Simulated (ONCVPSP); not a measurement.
u(r) = r·R(r): atom against pseudo-atom (manganese)

Columns: radius, all-electron u(r) and pseudo u(r) of the 3s shell (level -87.34 eV) of manganese in the configuration [Ne] 3s2 3p6 3d5 4s1.75; LDA (Perdew-Wang 92), scalar-relativistic, ONCV scheme, ONCVPSP 4.0.1.

| r (bohr) | all-electron | pseudo |
| --- | --- | --- |
| 0.070 | 0.0986 | 0.1489 |
| 0.140 | -0.5077 | 0.2966 |
| 0.210 | -0.6271 | 0.4412 |
| 0.280 | -0.3681 | 0.5803 |
| 0.350 | 0.0387 | 0.7110 |
| 0.420 | 0.4425 | 0.8291 |
| 0.490 | 0.7708 | 0.9304 |
| 0.560 | 1.0021 | 1.0110 |
| 0.630 | 1.1401 | 1.0674 |
| 0.700 | 1.2006 | 1.0976 |
| 0.770 | 1.2026 | 1.1016 |
| 0.840 | 1.1627 | 1.0805 |
| 0.910 | 1.0959 | 1.0375 |
| 0.980 | 1.0133 | 0.9768 |
| 1.050 | 0.9230 | 0.9034 |
| 1.120 | 0.8310 | 0.8222 |
| 1.190 | 0.7412 | 0.7382 |
| 1.260 | 0.6561 | 0.6554 |
| 1.330 | 0.5771 | 0.5769 |
| 1.400 | 0.5049 | 0.5048 |
| 1.470 | 0.4398 | 0.4397 |
| 1.540 | 0.3817 | 0.3816 |
| 1.610 | 0.3301 | 0.3301 |
| 1.680 | 0.2848 | 0.2847 |
| 1.750 | 0.2450 | 0.2450 |
| 1.820 | 0.2104 | 0.2104 |

How many radial nodes do the two functions have?

The all-electron 3s function has n − l − 1 = 2; the pseudo-wave has 0, since the states of the same l below it are removed with the core.

At about which radius was the pseudo-wave matched?

1.40 bohr, where the columns begin to agree (steps of 0.07 bohr).

Is the pseudo-wave norm-conserving?

Yes: the ONCV scheme keeps the norm inside the radius equal to the all-electron one, which fixes the energy derivative of the logarithmic derivative at the level.
